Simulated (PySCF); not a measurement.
Compound: C5H6F4O.
Z-matrix (Å and degrees, GFN2-xTB geometry), rows numbered from 1:
```
C 
C   1  1.4932
C   2  1.3238  1  122.22
F   3  1.3429  2  122.62  1  -179.99
C   2  1.5029  1  116.45  3  -179.98
O   5  1.4465  2  107.80  1    56.21
C   6  1.3136  5  115.11  2  -179.69
F   7  1.3267  6  109.74  5   179.45
F   7  1.3499  6  113.68  5    59.84
F   7  1.3459  6  114.13  5   -60.37
H   1  1.0890  2  110.05  3  -117.93
H   1  1.0879  2  109.33  3   123.78
H   1  1.0853  2  111.10  3     3.03
H   3  1.0791  2  125.43  1     1.02
H   5  1.0941  2  111.10  1   176.04
H   5  1.0971  2  110.35  1   -62.20
```

A PySCF run (density fitting, gas phase, GFN2-xTB geometry) gave HOMO -4.80 eV, LUMO 3.34 eV, dipole 1.90 D and E = -658.919 Eh.

Question: Which of these levels was it?
A. KT3/ANO-RCC-VDZP
B. PW91/pcSseg-0
C. PBE0/STO-3G
D. OLYP/6-31G

Answer: C. It is PBE0/STO-3G. All candidates on this geometry:

```json
{"level and settings": "PW91/pcSseg-0, fitting basis def2-qzvpp-jkfit", "kind": "GGA", "basis functions": "102", "SCF cycles": "11", "E (Eh)": "-667.0128", "HOMO (eV)": "-6.51", "LUMO (eV)": "-1.11", "dipole (D)": "3.24"}
{"level and settings": "KT3/ANO-RCC-VDZP, grid level 1", "kind": "GGA", "basis functions": "170", "SCF cycles": "12", "E (Eh)": "-677.7584", "HOMO (eV)": "-6.51", "LUMO (eV)": "-1.10", "dipole (D)": "3.28"}
{"level and settings": "OLYP/6-31G", "kind": "GGA", "basis functions": "102", "SCF cycles": "16", "E (Eh)": "-668.3339", "HOMO (eV)": "-6.11", "LUMO (eV)": "-0.66", "dipole (D)": "3.25"}
{"level and settings": "PBE0/STO-3G", "kind": "global hybrid", "basis functions": "56", "SCF cycles": "13", "E (Eh)": "-658.9186", "HOMO (eV)": "-4.80", "LUMO (eV)": "3.34", "dipole (D)": "1.90"}
```

The nearest other candidate, by the summed differences of HOMO and LUMO, is OLYP/6-31G: its HOMO differs by -1.31 eV and its LUMO by -4.00 eV. Cycle counts include a coarse-grid stage where the run had one. KT3 was designed for NMR shieldings or shifts; total energies of different functionals aren't comparable. ANO-RCC sets were contracted for a scalar-relativistic Hamiltonian, but ran non-relativistically here.
